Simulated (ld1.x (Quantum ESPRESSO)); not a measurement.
# Pseudopotential generation for Fe (Z = 26): TM semilocal, PBEsol, scalar-relativistic.

ld1.x (Quantum ESPRESSO) 7.5 input, shortened:

```
&input
   title='Fe', zed=26., rel=1, dft='PBESOL', iswitch=3,
   config='[Ar] 3d6 4s1 4p0'
 /
 &inputp
   pseudotype=1, tm=.true., lloc=0,
   nlcc=.true., rcore=1.10
 /
3
4P  2  1   0.00   0.00  1.95  1.95  0.0
3D  3  2   6.00   0.00  1.05  1.05  0.0
4S  1  0   1.00   0.00  2.20  2.20  0.0
 &test
   configts(1)='3d6 4s1 4p0'
 /
```

All-electron outer shells of the reference configuration (PBEsol, scalar-relativistic, ld1.x):

```tsv
shell	level (eV)	outermost node (bohr)	outermost maximum (bohr)
3p	-68.47	0.30	0.72
3d	-15.98	–	0.71
4s	-12.33	1.00	2.29
4p	-7.29	1.09	2.83
```

(1) Estimate the cutoffs (Ry, on a coarse ladder) from which the occupation-weighted sum of valence levels, in a spherical-Bessel basis at the reference potential, stays within 10 and 1 mRy of its value at 400 Ry.

(2) Which valence shell sets the plane-wave cutoff?

(3) Tests: 3d6 4s2 4p0; 3d6 4s0 4p0; 3d5 4s0 4p0; 3d7 4s0 4p0; 3d6 4s0 4p2; 3d7 4s1 4p0; 3d6 4s1 4p1. Which has the largest error in its energy relative to the reference configuration, and how large is it?

Answers

(1) 180 Ry and 230 Ry.

(2) 3d: its level needs 180 Ry to come within 1 mRy, against 21 Ry for 4s.

(3) 3d5 4s0 4p0, with -215 meV (all-electron minus pseudo) on +50.30 eV.
